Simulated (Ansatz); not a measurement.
Stretching the Ge1–H2 bond in FGeH (SMILES [F][GeH]) (multiplicity 1 held, fragments rigid). Energies count from the point at 1.615 Å.
Geometry at that point (charge 0, multiplicity 1):
```
atom    x (Å)    y (Å)    z (Å)
----  -------  -------  -------
Ge    -0.1137  -0.2269   0.2808
H     -0.9845  -1.0535  -0.7992
F      0.5137   0.9238  -0.9095
```

Restricted levels (R-, RO-) in cc, def2 and unpolarised 6-31G sets keep to the state of the molecule at rest. U- levels take the lowest unrestricted solution at each point, which mixes spins at long bonds. Active spaces are followed from a long bond inwards. Levels need not reach the same state.

Frozen-core correlation. Filled d and f shells under p-block atoms count as core.

The values were computed with Ansatz (Gaussian orbitals). Each number belongs to the level named beside it.

Task: What is the computed energy at R = 5.168 Å (U-SCS-MP2/cc-pVDZ)?

Result: 66.8 kcal/mol

Task: What energy at R = 5.168 Å does R-MP2/cc-pVDZ give?

Result: 93.4 kcal/mol

Task: Give the energy at R = 5.168 Å at the level FIC-MRCISD+Q on CASSCF(2,2)/cc-pVDZ.

Result: 67.8 kcal/mol

Doubts at one or more of the structures used: a restricted determinant that unrestricted orbitals would lower (R-MP2/cc-pVDZ); a spin-contaminated determinant (U-SCS-MP2/cc-pVDZ).

Ansatz is a program for electronic structure.
